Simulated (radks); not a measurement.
The mean radii <r> (bohr) of the occupied orbitals of an atom or ion are listed with their occupations. All-electron calculation, scalar-relativistic Kohn-Sham, PBEsol, spin-polarised, spherical densities, finite nucleus; Fermi nuclear charge, rms radius of each element as measured or else 0.836 A^(1/3) + 0.57 fm. Program: a radial shooting solver on a logarithmic mesh with Libxc functionals.

| orbital | occ. | <r> |
|---|---|---|
| 1s up | 1 | 0.04552 |
| 1s down | 1 | 0.04552 |
| 2s up | 1 | 0.2029 |
| 2s down | 1 | 0.2029 |
| 2p up | 3 | 0.1773 |
| 2p down | 3 | 0.1773 |
| 3s up | 1 | 0.5988 |
| 3s down | 1 | 0.5986 |
| 3p up | 3 | 0.6175 |
| 3p down | 3 | 0.6172 |
| 3d up | 5 | 0.6770 |
| 3d down | 5 | 0.6745 |
| 4s up | 1 | 1.815 |
| 4s down | 1 | 1.812 |
| 4p up | 1 | 2.160 |
| 5p up | 1 | 5.801 |

Name the element and its charge. Open shells, if any, are filled with parallel spins first.

Answer. Z = 33, arsenic, charge +1: As+ in [Ar] 3d10 4s2 4p1 5p1. The 1s radius gives Z: for a bare nucleus <r> = (2 gamma + 1)/(2Z) with gamma = sqrt(1 - (Z/c)^2), 0.04456 bohr for Z = 33, and screening makes it slightly larger (0.04552 here). The occupations add up to 32, and the charge is Z minus that.
